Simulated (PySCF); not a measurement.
**Static response to an electric field**

C5H9FOS.
Numbering: `[CH3:1][S@@:2](=[O:3])[CH2:4][C@H:5]1[CH2:6][C@H:7]1[F:8]` (hydrogens: H9, H10, H11 on C1; H12, H13 on C4; H14 on C5; H15, H16 on C6; H17 on C7)

Cartesian coordinates in Å at the GFN2-xTB level; atoms count from 1:
```xyz
17
C5H9FOS angstrom
C      2.881    0.250    0.363
S      1.403    0.135   -0.744
O      1.550   -1.114   -1.490
C      0.216   -0.264    0.643
C     -1.146   -0.469    0.048
C     -2.378   -0.233    0.885
C     -2.017    0.724   -0.204
F     -1.540    1.950    0.165
H      2.734    1.080    1.044
H      3.745    0.434   -0.266
H      3.012   -0.682    0.900
H      0.225    0.579    1.330
H      0.570   -1.169    1.134
H     -1.180   -1.261   -0.691
H     -3.240   -0.866    0.750
H     -2.228    0.105    1.899
H     -2.613    0.815   -1.102
```

Level: CAM-B3LYP/def2-SVPD (PySCF), static field, nuclei fixed, core orbitals frozen in the response. The polarisability tensor in these axes (au):

```
x   101.06   0.76  -3.42
y     0.76  73.55   2.15
z    -3.42   2.15  78.44
```

Diagonalise the tensor; give its mean and Δα, where Δα² is half the sum of the squared differences of the eigenvalues.

Principal values 72.61, 78.88 and 101.57 au; mean 84.35 au = 12.50 Å³ = 13.91 × 10⁻⁴⁰ C²·m²/J; Δα = 26.39 au (31 % of the mean).

What is the dipole moment, and where does it point?

(-0.80, 0.51, 2.99) D, 3.13 D in size, pointing from the negative to the positive side. Measured along this direction, the outermost atoms are O3 at the negative end and H16 at the positive end.

In TDDFT the mean static polarisability is Σ f/ω² over all singlet excitations (ω in hartree). How much of it do the 8 lowest give? Their energies (eV) and oscillator strengths: 6.00, 0.0707; 6.08, 0.0161; 6.68, 0.0050; 7.02, 0.0811; 7.07, 0.0049; 7.26, 0.0167; 7.39, 0.0226; 7.54, 0.0401.

They add up to 4.22 au, 5.0 % of the 84.35 au; the largest single term is 1.45 au, from the state at 6.00 eV. Terms in order: 1.45, 0.32, 0.08, 1.22, 0.07, 0.23, 0.31, 0.52 au. Higher excitations give the rest. The strengths listed sum to 0.257.

Find the Langevin capture rate constant for H3+ (3.023 u) meeting this molecule (136.036 u), k = 2.342 × 10⁻⁹ cm³/s × √(α in Å³ / reduced mass in u).

The reduced mass is 2.96 u, so k = 4.81 × 10⁻⁹ cm³/s. The formula leaves out the permanent dipole, which adds to the capture rate.

In a dilute gas of rigid molecules at 250 K, how does the orientational term μ²/3kT compare with the electronic polarisability?

In Gaussian units μ²/3kT = 94.70 Å³ against 12.50 Å³, a ratio of 7.58; the Debye molar polarisation (4π/3)N_A(α + μ²/3kT) is 270.4 cm³/mol, leaving out the vibrational part.

What are the principal values of the traceless quadrupole moment, Θ = ½Σq(3rr − r²1), about the centre of nuclear charge?

-19.41, 1.66, 17.75 D·Å. The values depend on the origin, since the dipole doesn't vanish. The electronic extent ⟨r²⟩ about the same centre is 1350 bohr², a root-mean-square distance of 2.29 Å for the 72 electrons.

Isolated species at its GFN2-xTB geometry (one conformer only).
